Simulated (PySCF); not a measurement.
Electron correlation in Ca (calcium, neutral)

[Ar] 4s2, closed-shell 1S. Calculation: PySCF 2.14, in def2-TZVP; no relativity, point nucleus. Frozen: [Ar]; 2 electrons correlated.

Total MP2 correlation energy: -18.52 mhartree.

Same-spin part 0.00 and opposite-spin part -18.52 mhartree; SCS-MP2 scales them by 1/3 and 6/5 to -22.22 mhartree.

With two correlated electrons CCSD is exact within the correlated space (frozen core and kept virtual orbitals).

```tsv
level	correlation energy (mhartree)
CCSD	-28.35
```

Diagnostics: T1 = 0.013, D1 = 0.0185, largest double amplitude 0.125.

Cost of the coupled-cluster step: 0.08 s of wall time on 1 thread of Intel(R) Xeon(R) Platinum 8259CL CPU @ 2.50GHz (shared host), for 2 correlated electrons.
